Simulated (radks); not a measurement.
All-electron atom: the iron ion Fe12+ in [Ne] 3s2 3p2 (the NIST ground configuration).

Calculated with a radial shooting solver on a logarithmic mesh with Libxc functionals: non-relativistic Kohn-Sham, PBE, spin-polarised, spherical densities, point nucleus; open shells are filled with parallel spins first.

Energy parts (eV):
part                      energy
total                 -32701.758
kinetic                32687.214
electron-nucleus      -72701.113
Hartree                 8534.368
exchange-correlation   -1222.227

Orbitals (lengths in bohr, moments of r in powers of bohr; <r^-3> diverges for s and p1/2; r(max) is where P^2 peaks):
orbital  occ.  eigenvalue (eV)      <r>   r(max)  <r^-3>
1s up       1        -7285.294  0.05914  0.03896       -
1s down     1        -7283.839  0.05913  0.03895       -
2s up       1        -1147.221   0.2679   0.2244       -
2s down     1        -1145.964   0.2677   0.2245       -
2p up       3        -1039.220   0.2344   0.1801   470.8
2p down     3        -1037.450   0.2343   0.1803   470.4
3s up       1        -377.2323   0.7069   0.6541       -
3s down     1        -370.1988   0.7093   0.6541       -
3p up       2        -343.4983   0.7016   0.6426   89.35
3p down     0        -336.6021   0.7042   0.6424   89.17

The highest occupied level is 3p up at -343.50 eV. Summed over all electrons, <r^2> = 2.853 bohr^2, which gives a Langevin (diamagnetic) susceptibility term of -2.26 x 10^-6 cm^3/mol. Spin moment in Bohr magnetons: 2. Virial ratio -V/T = 2.00044. The density falls to 0.001 e/bohr^3 at r = 1.69 bohr.
